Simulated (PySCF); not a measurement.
Si(F)2(H)(NHMe) (CH₅F₂NSi), SMILES [SiH](F)(F)NC.

Coordinates come from a PBE0-D3(BJ)/def2-SVP optimisation. This is a generated structure with no PubChem entry under its InChIKey; it may be hypothetical. The values are those of a single conformer.

Calculation: PBE/def2-TZVP (PySCF).

Gas-phase values at a fixed geometry.

```
Property                                                                                                        Value
---------------------------------------------------------------------------------------------  ----------------------
total energy                                                                                       -584.87974 hartree
highest occupied level                                                                                       -6.12 eV
lowest empty level                                                                                           -0.14 eV
orbital gap                                                                                                   5.98 eV
dipole moment                                                                                                  2.71 D
quadrupole, principal values (traceless, Buckingham form, about the centre of nuclear charge)  -5.19, -0.25, 5.44 D·Å
mean static polarisability                                                                       44.4 bohr³ (6.58 Å³)
polarisability, principal values                                                               39.4, 41.7, 52.1 bohr³
```
